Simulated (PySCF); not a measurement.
Species: C4H11FOSi.
Structure used (GFN2-xTB), in Å, numbered top down from 1:
```
atom  x, y, z in Å
C1     3.066    0.162   -0.203
O2     1.680    0.326   -0.174
Si3    0.551   -0.819   -0.011
C4    -1.088    0.173   -0.010
C5    -2.290   -0.748   -0.149
C6    -1.129    1.294   -1.037
F7    -1.194    0.777    1.259
H8     3.421   -0.313    0.713
H9     3.521    1.149   -0.298
H10    3.361   -0.457   -1.053
H11    0.683   -1.561    1.243
H12    0.574   -1.753   -1.144
H13   -2.256   -1.255   -1.108
H14   -3.216   -0.178   -0.081
H15   -2.285   -1.493    0.642
H16   -2.053    1.862   -0.944
H17   -1.068    0.875   -2.038
H18   -0.288    1.965   -0.884
```

A PySCF run (density fitting, gas phase, GFN2-xTB geometry) gave HOMO -7.73 eV, LUMO 0.82 eV, dipole 2.51 D and E = -622.974 Eh.

Problem. Which of these levels was it?
A. PBE0/6-31G
B. PBE0/def2-SVPD
C. PBE0/pcSseg-1
D. CAM-B3LYP/pcSseg-1

Solution. A. It is PBE0/6-31G. All candidates on this geometry:

| level and settings | kind | basis functions | SCF cycles | E (Eh) | HOMO (eV) | LUMO (eV) | dipole (D) |
| --- | --- | --- | --- | --- | --- | --- | --- |
| PBE0/def2-SVPD | global hybrid | 238 | 13 | -622.8179 | -7.96 | 0.31 | 2.19 |
| PBE0/6-31G | global hybrid | 89 | 14 | -622.9742 | -7.73 | 0.82 | 2.51 |
| PBE0/pcSseg-1 | global hybrid | 181 | 13 | -623.0875 | -7.90 | 0.66 | 2.26 |
| CAM-B3LYP/pcSseg-1 | range-separated hybrid | 181 | 12 | -623.4551 | -9.28 | 1.66 | 2.35 |

The nearest other candidate, by the summed differences of HOMO and LUMO, is PBE0/pcSseg-1: its HOMO differs by -0.17 eV and its LUMO by -0.16 eV. Cycle counts include a coarse-grid stage where the run had one.
